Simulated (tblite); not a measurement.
C6H10OSeSi.
SMILES with atom numbers: `[CH3:1][C:2](=[O:3])[C@@H:4]1[CH:5]=[C:6]([CH3:7])[Si@@H:8]1[SeH:9]` (hydrogens: H10, H11, H12 on C1; H13 on C4; H14 on C5; H15, H16, H17 on C7; H18 on Si8; H19 on Se9)

Computed with GFN2-xTB (tblite), gas phase: L-BFGS steps from a force-field or distance-geometry start until the largest atomic force falls under 0.01 eV/Å.

Geometry at step 39:
```
atom  x, y, z in Å
C1      2.6069    1.3538   -0.2480
C2      1.2175    0.9376   -0.6749
O3      0.4295    1.7492   -1.1336
C4      0.8330   -0.4453   -0.3360
C5     -0.4305   -0.9363   -0.9800
C6     -1.3598   -1.0495   -0.0223
C7     -2.7883   -1.4604   -0.1120
Si8    -0.2042   -0.4046    1.3393
Se9    -0.6306    1.6897    2.1249
H10     2.5148    2.3407    0.2035
H11     3.2827    1.4482   -1.1013
H12     3.0207    0.6421    0.4627
H13     1.6556   -1.1607   -0.3493
H14    -0.5279   -1.0955   -2.0399
H15    -3.1477   -1.3870   -1.1397
H16    -2.8840   -2.4965    0.2178
H17    -3.4167   -0.8376    0.5290
H18     0.3989   -1.1878    2.4189
H19    -0.5800    2.3091    0.8334
```

**Question.** Give the atomic forces at this geometry.

**Answer.** 
```csv
atom,Fx (eV/Å),Fy (eV/Å),Fz (eV/Å)
C1,-0.022,0.044,0.014
C2,0.042,0.020,-0.087
O3,0.103,-0.235,0.162
C4,-0.115,0.038,-0.020
C5,-0.082,-0.006,0.025
C6,0.080,0.107,-0.017
C7,0.012,-0.015,-0.017
Si8,0.003,0.040,0.037
Se9,0.017,-0.054,-0.022
H10,0.155,-0.009,0.052
H11,-0.189,-0.087,0.048
H12,0.041,0.079,-0.032
H13,0.005,0.193,-0.065
H14,-0.047,-0.077,-0.064
H15,0.053,-0.018,0.083
H16,-0.076,0.042,0.009
H17,0.123,-0.081,-0.072
H18,-0.097,0.038,-0.029
H19,-0.005,-0.021,-0.007
```

The largest, 0.30 eV/Å, acts on O3; the rms over all components is 0.078 eV/Å. The forces sum to zero within rounding, as they must for an isolated molecule in no field.

**Question.** Give the force on O3 in Eh/bohr and in nN.

**Answer.** 0.303 eV/Å ÷ 51.422 = 0.00590 Eh/bohr, and 0.303 eV/Å × 1.602 = 0.49 nN.

**Question.** How far is this geometry from the end of the optimisation?

**Answer.** 0.093 eV above it, and 0.388 Å rms away after alignment. The bonds farthest from their final lengths, with half the difference of the two atoms' forces along the bond (positive lengthens):

```csv
bond,now (Å),final (Å),force along bond (eV/Å)
Si8–Se9,2.277,2.260,-0.05
C4–Si8,1.971,1.976,-0.01
Si8–H18,1.464,1.459,-0.04
C1–C2,1.512,1.507,-0.01
C1–H11,1.093,1.089,-0.07
C6–Si8,1.899,1.895,-0.02
```

The angle farthest from its final value is C6–Si8–H18, 126.7° against 121.9°.

The cost below is that of the whole relaxation. The run took 1.2 s on an Arm Neoverse V1 with one thread, no GPU, shared host with 32 logical CPUs at a one-minute load of 16.
